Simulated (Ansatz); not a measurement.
Basis sets compared for [TcNCl4]2- (TcNCl4²⁻). Total charge -2; singlet. Geometry PBE0-D4/def2-SVPD. Ansatz on 4 threads of Arm Neoverse V1 on a shared host; times are rough, and most runs start from earlier orbitals.

```xyz
6

Tc    0.127    0.029   -0.054
N     1.556    0.350   -0.658
Cl    0.025   -2.416   -0.002
Cl   -1.345   -0.097   -2.005
Cl   -0.867    2.227    0.358
Cl    0.503   -0.092    2.361
```

In the def2 sets Tc takes a core potential; there is no spin–orbit coupling. A multiply charged anion in the gas phase is held together partly by the finite basis. Removing one electron lowers the energy by 0.78 eV at PBE0-D4/def2-TZVPD, so it isn't bound. At PBE-D4/def2-SVPD, PBE-D4/def2-TZVPD, PBE0-D4/def2-SVPD, PBE0-D4/def2-TZVPD the highest occupied level of the charge -2 singlet lies above zero (up to 3.77 eV). By energy differences it is unbound by 1.17 eV (vertical, against the charge -1 doublet, at PBE-D4/def2-TZVPD) and held by the finite basis.

| level | functions | energy (Eh) | HOMO (eV) | LUMO (eV) | wall time |
| --- | --- | --- | --- | --- | --- |
| PBE-D4/def2-SVPD | 162 | -1975.2652 | 3.70 | 5.44 | 2.6 s |
| PBE0-D4/def2-SVPD | 162 | -1975.3500 | 2.05 | 6.33 | 4.3 s |

Q: Estimate the rows for PBE-D4/def2-TZVPD, PBE0-D4/def2-TZVPD (with forces).

A: 
```
                           level  functions  energy (Eh)  HOMO (eV)  LUMO (eV)  wall time
               PBE-D4/def2-TZVPD        261   -1975.9542       3.77       5.44      4.3 s
PBE0-D4/def2-TZVPD (with forces)        261   -1976.0331       2.15       6.08       13 s
```
